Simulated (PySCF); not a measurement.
**RhF3: one-bond stretch**

Method: UPBE0/[Rh def2-SVP with ECP28, F def2-SVP], scalar-relativistic core potentials, density fitting, no spin–orbit coupling, PySCF.

Rigid scan from the triplet minimum (Rh–F 1.817 Å (×2), Rh–F 1.845 Å; F–Rh–F 98.6° (×2), F–Rh–F 162.8°). Coordinate: the bond from Rh to the last atom (F) scaled, the rest fixed. Energies in kJ/mol from the minimum.

Q: Predict the curve at 0.92, 0.96, 1.00, 1.05, 1.12, 1.20, 1.35, 1.55, 1.80, 2.20.

A: 
```
scale of one bond  E (kJ/mol)  dipole size (D)  ⟨S²⟩
             0.92        38.1             2.73  2.01
             0.96         8.2             2.50  2.02
             1.00         0.0             2.35  2.02
             1.05         9.2             2.28  2.02
             1.12        43.1             2.35  2.02
             1.20        97.1             2.55  2.02
             1.35       208.0             2.99  2.02
             1.55       301.3                –  2.01
             1.80       340.9                –  2.01
             2.20       355.9                –  2.00
```

With open d or f shells other occupations or spin states may lie lower.

The scan took 72 s on 2 threads of a shared Arm Neoverse V1 host; the process peaked at 0.87 GiB.
